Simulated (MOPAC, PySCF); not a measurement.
Ligands exchanged one at a time, B H-CH3. All species are isolated molecules in the gas phase. Strings in code marks are SMILES.

Quantity: vertical ionisation energy (energy after one electron is removed minus that of the parent at the parent's geometry), in eV.

Level 1: TPSSh-D3(BJ)/def2-TZVP // CAM-B3LYP-D3(BJ)/def2-TZVP (PySCF)
Level 2: minus the HOMO energy of PBE-D3(BJ)/def2-TZVP // CAM-B3LYP-D3(BJ)/def2-TZVP (PySCF)
Level 3: minus the HOMO energy of PM7 // CAM-B3LYP-D3(BJ)/def2-TZVP (MOPAC)
Level 4: minus the HOMO energy of TPSSh-D3(BJ)/def2-TZVP // CAM-B3LYP-D3(BJ)/def2-TZVP (PySCF)

```json
[
 {"species": "`B`", "level 1": "13.00", "level 2": "8.48", "level 3": "12.02", "level 4": "9.29"},
 {"species": "`BC`", "level 1": "11.59", "level 2": "7.58", "level 3": "11.17", "level 4": "8.39"}
]
```
